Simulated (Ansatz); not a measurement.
Basis sets compared for BH₂SF₃ (relaxed from a model of B(H2S)F3, whose bonding it doesn't keep). The state is a singlet with charge 0. Geometry PBE-D4/def2-SVP. Ansatz on 4 threads of Arm Neoverse V2 on a shared host; times are rough, and most runs start from earlier orbitals.

```xyz
7

B     0.195    0.952    0.645
S     0.213   -1.024   -1.213
H     0.166   -2.003   -0.268
H    -1.143   -1.015   -1.332
F     1.456    0.765    1.033
F    -0.793    0.399    1.354
F    -0.093    1.926   -0.218
```

In the singlet geometry the species has come apart into loosely held pieces.

Binding counts from free atoms (B doublet, S triplet, H doublet, F doublet) in the same basis, without a counterpoise term.

```csv
level,functions,energy (Eh),HOMO (eV),LUMO (eV),binding per atom (eV),wall time
HF/STO-3G,31,-712.9764,-8.52,9.85,3.13,0.1 s
HF/6-31G,53,-721.7154,-11.81,3.85,2.51,0.2 s
PBE-D4/def2-SVP,84,-723.0859,-6.94,-0.66,4.23,0.6 s
PBE0-D4/def2-SVP,84,-723.1256,-8.32,0.36,4.08,0.7 s
```

(1) Estimate the rows for HF/def2-TZVP, PBE-D4/def2-TZVP (with forces), PBE0-D4/def2-TZVP.

## Answers

(1) 
```tsv
level	functions	energy (Eh)	HOMO (eV)	LUMO (eV)	binding per atom (eV)	wall time
HF/def2-TZVP	173	-722.0461	-11.43	3.00	3.02	0.85 s
PBE-D4/def2-TZVP (with forces)	173	-723.6222	-7.12	-1.17	4.15	1.2 s
PBE0-D4/def2-TZVP	173	-723.6591	-8.43	-0.14	4.03	1.4 s
```
